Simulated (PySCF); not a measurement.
Input file for PySCF: R-BP86/LANL2DZ on GeH4 (SMILES [GeH4]), a point of a bond scan (R = 3.532 Å).

```python
from pyscf import gto, scf, dft, mp
from pyscf.data.elements import chemcore

mol = gto.M(
    atom='''
    Ge   -0.00000000    0.00000000    0.00000000
    H    -1.41658753   -2.02886696   -2.52091153
    H     0.57332193   -0.89073123    1.11206704
    H    -1.08236259    0.91830644    0.58651322
    H     1.12494829    0.85454086   -0.60253176
    ''',
    basis='lanl2dz',
    ecp={'Ge': 'lanl2dz'},
    charge=0, spin=0, verbose=3, max_memory=1800)
mf = dft.RKS(mol, xc='b88,p86')
mf.conv_tol = 1e-8
mf.max_cycle = 100
mf.kernel()
if not mf.converged:
    mf = mf.newton().run(mf.mo_coeff, mf.mo_occ)
```

Problem. What total energy does the run end on?

Solution. -6.0109 hartree.
